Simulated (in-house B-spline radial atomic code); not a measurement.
# Ionising the osmium ion Os⁶⁺ with different functionals

Computed with a B-spline radial code for spherical atoms: scalar-relativistic (spin-free X2C) Hamiltonian, Fermi nucleus of rms radius 5.4126 fm, spin-polarised at highest spin, spherical fractional occupations for the functionals, the average over the highest-spin determinants for Hartree-Fock. The ionisation energy is the difference of two self-consistent energies, [Xe] 4f14 5d2 → [Xe] 4f14 5d1, without Breit or QED terms; ε is the level of the shell that loses the electron (its least bound occupied spin orbital). There is no spin-orbit coupling in this Hamiltonian.

Hybrids are left out here: with spherical fractional occupations of an open shell their exact exchange keeps a self-interaction that integer-occupation calculations don't have.

| method | rung | ΔSCF (eV) | -ε(5d) (eV) |
| --- | --- | --- | --- |
| Hartree-Fock | Hartree-Fock | 84.55 | 85.04 |
| LDA VWN5 | LDA | 85.89 | 78.28 |
| LDA PW92 | LDA | 85.87 | 78.27 |
| LDA exchange-only | LDA | 84.35 | 76.80 |
| PBE | GGA | 85.61 | 78.04 |
| PBEsol | GGA | 85.64 | 78.07 |
| BLYP | GGA | 85.48 | 77.87 |
| RPBE | GGA | 85.54 | 77.98 |
| PW91 | GGA | 85.71 | 78.13 |
| BP86 | GGA | 85.67 | 78.10 |
| AM05 | GGA | 85.65 | 78.07 |
| OLYP | GGA | 85.87 | 78.28 |
| TPSS | meta-GGA | 85.50 | 77.95 |
| SCAN | meta-GGA | 85.56 | 78.07 |
| r2SCAN | meta-GGA | 85.55 | 78.09 |
| revTPSS | meta-GGA | 85.51 | 77.97 |

**Question.** How do they compare with the NIST value?

**Answer.** NIST lists 85 eV ± 2 (tabulated theory, ground level to ground level). Errors run from -0.75 to +0.79 eV; all lie within about twice that uncertainty, so the table can't rank the methods. Hartree-Fock also lacks correlation.
